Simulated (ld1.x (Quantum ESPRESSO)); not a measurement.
**Building the PAW potential for Pt (Z = 78) (PBEsol, fully relativistic).**

Input for ld1.x (Quantum ESPRESSO) 7.5:

```
&input
   title='Pt', zed=78., rel=2, dft='PBESOL', iswitch=3,
   config='[Xe] 4f14 5d9 6s1 6p0', rel_dist='average',
   nld=5, rlderiv=3.95, eminld=-2.0, emaxld=5.0, deld=0.02
 /
 &inputp
   pseudotype=3, lpaw=.true., tm=.true., lloc=-1, rcloc=1.90,
   nlcc=.true., new_core_ps=.true., rcore=1.15,
   which_augfun='PSQ', rmatch_augfun_nc=.true.,
   file_pseudopw='Pt.UPF', file_wfcaegen='ae.wfc', file_wfcncgen='nc.wfc', file_beta='beta', file_chi='chi', file_wfcusgen='us.wfc'
 /
6
6S  1  0   1.00   0.00  1.95  2.05  0.0
6S  1  0   0.00   4.10  1.95  2.05  0.0
6P  2  1   0.00   0.00  3.00  3.65  0.0
6P  2  1   0.00   0.25  3.00  3.65  0.0
5D  3  2   9.00   0.00  1.70  1.95  0.0
5D  3  2   0.00   0.25  1.70  1.95  0.0
 &test
   configts(1)='5d9 6s1 6p0'
 /
```

Command:

```bash
ld1.x < Pt.in > Pt.out
```

The program printed (shortened: banner, matrices, multipoles, cross overlaps and the repeated all-electron block are left out):

```
[... start of the log left out ...]
     Speed at rcutus      0.709 a.u.,  v/c =  0.005175,  (v/c)^2 =  0.00002678

     Wfc 6P LC norm =  0.99997693 SC norm =  0.00002302 missing  0.00000006
     Speed at rcutus      0.269 a.u.,  v/c =  0.001962,  (v/c)^2 =  0.00000385

     Wfc 6P LC norm =  0.99998449 SC norm =  0.00001382 missing  0.00000170
     Speed at rcutus      0.261 a.u.,  v/c =  0.001907,  (v/c)^2 =  0.00000364

     Wfc 5D LC norm =  0.99980222 SC norm =  0.00019777 missing  0.00000001
     Speed at rcutus      0.746 a.u.,  v/c =  0.005440,  (v/c)^2 =  0.00002960

     Wfc 5D LC norm =  0.99981996 SC norm =  0.00017986 missing  0.00000018
     Speed at rcutus      0.789 a.u.,  v/c =  0.005755,  (v/c)^2 =  0.00003312
      Wfc-us  6S rcutus= 2.051  Estimated cut-off energy=    28.69 Ry
      Wfc-us  6S rcutus= 2.051  Estimated cut-off energy=    16.84 Ry
      Wfc-us  6P rcutus= 3.645  Estimated cut-off energy=     5.73 Ry
      Wfc-us  6P rcutus= 3.645  Estimated cut-off energy=     5.61 Ry
      Wfc-us  6P rcutus= 3.645  Estimated cut-off energy=     6.63 Ry
      Wfc-us  6P rcutus= 3.645  Estimated cut-off energy=     6.19 Ry
      Wfc-us  5D rcutus= 1.951  Estimated cut-off energy=    30.58 Ry
      Wfc-us  5D rcutus= 1.951  Estimated cut-off energy=    30.42 Ry
      Wfc-us  5D rcutus= 1.951  Estimated cut-off energy=    35.39 Ry
      Wfc-us  5D rcutus= 1.951  Estimated cut-off energy=    33.89 Ry

     Required augmentation: PSQ   radius:    3.650000
      Problem with multipole  7  2:  9  2 l3=  4      0.0000198

     Q pseudized with Bessel functions
     Expected ecutrho=     181.2177 due to l1=  2   l2=  2

 %%%%%%%%%%%%%%%%%%%%%%%%%%%%%%%%%%%%%%%%%%%%%%%%%%%%%%%%%%%%%%%%%%%%%%%%%%%%%%
     Error in routine new_paw_hamiltonian (1):
     negative rho
 %%%%%%%%%%%%%%%%%%%%%%%%%%%%%%%%%%%%%%%%%%%%%%%%%%%%%%%%%%%%%%%%%%%%%%%%%%%%%%

     stopping ...
```

The run stopped because the spherical valence density built from the smooth waves and the augmentation charge turned negative at some radius.

The run took about 0.93 s on one core of a shared server CPU.
